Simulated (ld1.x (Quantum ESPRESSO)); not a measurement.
**Ga (Z = 31), ultrasoft: configuration errors across variants**

Ga, ultrasoft, made with ld1.x (Quantum ESPRESSO) 7.5 (Wu–Cohen, non-relativistic). Core [Ar], reference 3d10 4s2 4p0.75 (charge +0.25). Waves: 4s (bound): rcut 1.80, rcutus 2.25 bohr; 4s channel at -0.45 Ry: rcut 1.80, rcutus 2.25 bohr; 4p (bound): rcut 1.75, rcutus 2.40 bohr; 4p channel at 2.15 Ry: rcut 1.75, rcutus 2.40 bohr; 3d (bound): rcut 0.95, rcutus 1.30 bohr; 3d channel at -0.7 Ry: rcut 0.95, rcutus 1.30 bohr. Local part: all-electron potential smoothed inside 2.15 bohr (lloc = -1). Core correction: none. Augmentation charge: PSQ, inside the norm-conserving radii.

All-electron excitation energies from the reference (eV): (1) 3d10 4s2 4p1 -0.831; (2) 3d10 4s2 4p0 4.887; (3) 3d10 4s1 4p0 25.699; (4) 3d9 4s2 4p1 27.579; (5) 3d10 4s1 4p2 5.459; (6) 3d10 4s1 4p1 11.999; (7) 3d10 4s0 4p0 56.296.

Errors AE − PS in meV (a dash: test not solved or not reliable):

| change | (1) | (2) | (3) | (4) | (5) | (6) | (7) | bound ghosts |
| --- | --- | --- | --- | --- | --- | --- | --- | --- |
| base | -0.1 | -0.9 | -17 | -272 | -1.7 | -4.3 | -24 | none |
| wave 3d channel at -0.7 Ry: rcut 0.95, rcutus 1.30 bohr becomes 3d channel at -1.46 Ry: rcut 0.95, rcutus 1.30 bohr | -0.1 | -0.9 | -17 | -320 | -1.7 | -4.4 | -26 | none |
| wave 3d channel at -0.7 Ry: rcut 0.95, rcutus 1.30 bohr becomes 3d channel at -1.34 Ry: rcut 0.95, rcutus 1.30 bohr | -0.1 | -0.9 | -17 | -313 | -1.7 | -4.4 | -26 | none |
| wave 3d channel at -0.7 Ry: rcut 0.95, rcutus 1.30 bohr becomes 3d channel at -1.23 Ry: rcut 0.95, rcutus 1.30 bohr | -0.1 | -0.9 | -17 | -306 | -1.7 | -4.4 | -25 | none |
| wave 3d channel at -0.7 Ry: rcut 0.95, rcutus 1.30 bohr becomes 3d channel at -0.91 Ry: rcut 0.95, rcutus 1.30 bohr | -0.1 | -0.9 | -17 | -286 | -1.7 | -4.3 | -25 | none |
| wave 3d channel at -0.7 Ry: rcut 0.95, rcutus 1.30 bohr becomes 3d channel at -0.29 Ry: rcut 0.95, rcutus 1.30 bohr | -0.1 | -0.9 | -17 | -250 | -1.6 | -4.2 | -23 | none |
| wave 3d channel at -0.7 Ry: rcut 0.95, rcutus 1.30 bohr becomes 3d channel at 0.32 Ry: rcut 0.95, rcutus 1.30 bohr | -0.1 | -0.9 | -17 | -145 | -1.6 | -4.1 | -23 | none |
| wave 3d channel at -0.7 Ry: rcut 0.95, rcutus 1.30 bohr becomes 3d channel at 2.05 Ry: rcut 0.95, rcutus 1.30 bohr | -0.1 | -0.9 | -16 | -112 | -1.5 | -4.0 | -22 | none |

Task: Give the same row for: wave 3d channel at -0.7 Ry: rcut 0.95, rcutus 1.30 bohr becomes 3d channel at 4.84 Ry: rcut 0.95, rcutus 1.30 bohr.

Result: -0.1, -1.0, -22, -219, -2.4, -5.7, -51; bound ghosts: none.
